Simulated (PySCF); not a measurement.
**I²⁺: ionisation energy**

I²⁺ [Kr] 4d10 5s2 5p3 (4S) → I³⁺ [Kr] 4d10 5s2 5p2 (3P), as a difference of total energies. Computed with PySCF 2.14 in aug-cc-pVQZ-PP with ECP28MDF (7s7p5d3f2g, 92 functions), with scalar relativity through the core potential. Correlated levels: valence: 4s2 4p6 4d10 frozen. The calculations carry no spin-orbit coupling.

```json
{"method": "UHF", "ionisation energy (eV)": "29.853"}
{"method": "MP2 (valence)", "ionisation energy (eV)": "30.339"}
{"method": "SCS-MP2 (valence)", "ionisation energy (eV)": "30.208"}
{"method": "CCSD (valence)", "ionisation energy (eV)": "30.316"}
{"method": "CCSD(T) (valence)", "ionisation energy (eV)": "30.346"}
```

Task: How much does correlation contribute at CCSD(T) (valence)?

Result: 30.346 − (29.853) = 0.493 eV, measured against UHF.

The reference lies between the lowest fine-structure levels, while these numbers refer to the centres of the terms.

Errors of the correlated levels include the incompleteness of this basis and the frozen core.

For comparison: 29.57 ± 0.025 eV (measured; NIST Atomic Spectra Database, ionization energies).
